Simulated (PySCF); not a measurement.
**Static response to an electric field**

Compound: C₅H₃FOS.
Cartesian coordinates in Å at the PBE0-D3(BJ)/def2-SVP level; atoms count from 1:
```
atom  x, y, z in Å
O1     2.794    1.195    0.524
C2     2.122    0.253    0.260
F3     2.671   -0.955    0.056
C4     0.673    0.206    0.111
C5    -0.127   -0.872   -0.207
C6    -1.496   -0.524   -0.267
C7    -1.704    0.808    0.008
S8    -0.252    1.646    0.333
H9     0.276   -1.869   -0.387
H10   -2.300   -1.222   -0.503
H11   -2.655    1.341    0.032
```

Level: wB97X-D/def2-SVPD (PySCF), static field, nuclei fixed, core orbitals frozen in the response. The polarisability tensor in these axes (au):

```
x   100.78   2.84   5.77
y     2.84  83.98   8.12
z     5.77   8.12  50.49
```

**Question.** Diagonalise the tensor; give its mean and Δα, where Δα² is half the sum of the squared differences of the eigenvalues.

**Answer.** Principal values 48.15, 84.86 and 102.25 au; mean 78.42 au = 11.62 Å³ = 12.93 × 10⁻⁴⁰ C²·m²/J; Δα = 47.84 au (61 % of the mean).

**Question.** What is the dipole moment, and where does it point?

**Answer.** (-4.13, -1.13, -0.65) D, 4.33 D in size, pointing from the negative to the positive side. Measured along this direction, the outermost atoms are O1 at the negative end and H10 at the positive end.

**Question.** Refractivity n − 1 of an ideal gas of it at 400 K and 1 atm, from the electronic α?

**Answer.** N = p/kT = 1.8347 × 10¹⁹ cm⁻³, so n − 1 = 2π × N × 11.62 × 10⁻²⁴ cm³ = 1340 × 10⁻⁶ at long wavelengths, for an ideal gas.

**Question.** What molar refraction does this α imply?

**Answer.** Lorentz–Lorenz: R = (4π/3)N_A α = 2.5225 cm³/(mol·Å³) × 11.62 Å³ = 29.3 cm³/mol, in the limit of long wavelengths.

**Question.** Directions of the eigenvectors, and the extent of the frame along each?

**Answer.** Largest value along (0.97, 0.21, 0.14), where the nuclei span 5.58 Å; middle along (-0.24, 0.95, 0.19), 3.83 Å; least along (-0.10, -0.21, 0.97), 0.01 Å. The response follows the extents in order.

**Question.** Give the eigenvalues of the traceless quadrupole moment Θ = ½Σq(3rr − r²1), origin at the centre of nuclear charge.

**Answer.** -2.42, -2.06, 4.48 D·Å. The values depend on the origin, since the dipole doesn't vanish. The electronic extent ⟨r²⟩ about the same centre is 1039 bohr², a root-mean-square distance of 2.10 Å for the 66 electrons.

The structure is a single PBE0-D3(BJ)/def2-SVP conformer in the gas phase; no vibrational or solvent corrections.
